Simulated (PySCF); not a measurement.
## Structure revision by computed shifts

A compound C$_{7}$H$_{13}$PSi gives the data below (simulated from a calculation) and was assigned the structure `C[SiH2]P1C=CC(C)C=C1`.

¹³C{¹H} NMR (computed): δ 137.4 (CH, 2C), 132.7 (CH, 2C), 34.0 (CH), 28.6 (CH2), 12.8 (CH3).

¹H NMR (400 MHz, computed): δ 6.56 (m, 2H), 6.19 (m, 2H), 3.74 (d, 3H), 3.10 (m, 1H), 1.67 (m, 2H), 1.30 (m, 3H).

- NMR shieldings at PBE0/pcSseg-1/GIAO
- GFN2-xTB geometry
- code: PySCF 2.14.0 with density-fitted response routines
- no relativistic terms, a single conformation, isolated molecule, equivalent nuclei averaged

δ = σ(ref) − σ, references computed at the same level: ¹H (σ = 31.72 ppm) and ¹³C (σ = 186.93 ppm) vs TMS.

(1) Compare with the shifts computed for the proposed structure, pairing carbons in order of shift.

(2) Which isomer fits?

Results:

(1) Atom-mapped SMILES (the numbers label the heavy atoms): `[CH3:1][SiH2:2][P:3]1[CH:4]=[CH:5][CH:6]([CH3:7])[CH:8]=[CH:9]1`; H(Xn) means a hydrogen on atom n.

```csv
atom,computed for proposal,given list,difference
C5,142.3,137.4,+4.9
C8,142.3,137.4,+4.9
C4,129.2,132.7,-3.5
C9,129.2,132.7,-3.5
C6,36.9,34.0,+2.9
C7,20.2,28.6,-8.4
C1,-9.8,12.8,-22.6
```

The rms difference is 9.7 ppm and the largest -22.6 ppm at C1 (methyl carbon bonded to Si). The carbon types in order of shift don't match either: CH, CH, CH, CH, CH, CH3, CH3 for the proposal against CH, CH, CH, CH, CH, CH2, CH3 in the data. The proposal doesn't fit.

(2) SMILES CCP1C=CC([SiH3])C=C1.

- δC 137.4, 132.7: alkene CH; as expected for a trigonal carbon in a double bond.
- δC 12.8: methyl carbon; aliphatic region, no heteroatom directly attached.
- δH 6.56, 6.19: hydrogen on an alkene CH; a vinylic proton, deshielded by the sp2 carbon and the C=C anisotropy.
- δH 3.10: hydrogen on an allylic sp3 CH bonded to Si; allylic position.

Other isomers checked: Cc1cc(C)p([SiH3])c1C (rms 13.2 ppm); C[SiH](C)P1C=CCC=C1 (rms 14.8 ppm).

The shifts were computed for this structure.

Splittings by ³¹P in the carbon and heteronuclear signals aren't shown, as no couplings were computed. Shifts are as computed. Against solution values, carbons near 30 ppm lie about +3 ppm off and those near 130 ppm about +5 ppm. Of 1211 compounds with measured shifts, 218 miss one by over three times the rms of a fit or turn the order of signals round; such compounds aren't used in these exercises. Multiplicities follow the n + 1 count of equivalent neighbours, as no J values were calculated; m marks all less simple cases, F and P coupling included.
